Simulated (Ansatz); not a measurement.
Reaction (cleavage of the Si–B bond): `B[SiH2][SiH3]` + `CSS` → `CSS[SiH2][SiH3]` + BH₃

Calculated with Ansatz (gas phase, PBE0-D4/def2-TZVP geometries, no zero-point term in ΔE). CBS: MP2 limit from def2 TZ/QZ plus the TZ coupled-cluster correction, frozen cores. This one scheme is used for every species. DFT in def2-TZVPP. One conformer a species, not always the lowest.

| level | ΔE (kcal/mol) |
| --- | --- |
| ωB97X-V | -15.6 |
| B2PLYP | -15.5 |
| CCSD(T)/def2-TZVPP | -15.7 |
| MP2/def2-QZVPP | -19.5 |

(1) What does CCSD(T)/CBS give? (An estimate is asked.)

Largest T1 diagnostic among the species: 0.014.

## Answers

(1) Ansatz gave: -16.8 kcal/mol. The listed levels differ from it by 1.2, 1.3, 1.1, -2.7 kcal/mol.

From PBE to PBE0 (25 % exact exchange), in def2-TZVPP and without D4, ΔE moves by −1.4 kcal/mol. The D4 term adds −3.2 kcal/mol with B3LYP and −1.8 kcal/mol with PBE0; it sums over pairs of atoms, weighted by their polarisabilities, and B3LYP, whose exchange is more repulsive, gets the larger term.

B3LYP here is the variant with VWN-RPA as its local correlation; programs differ in this.
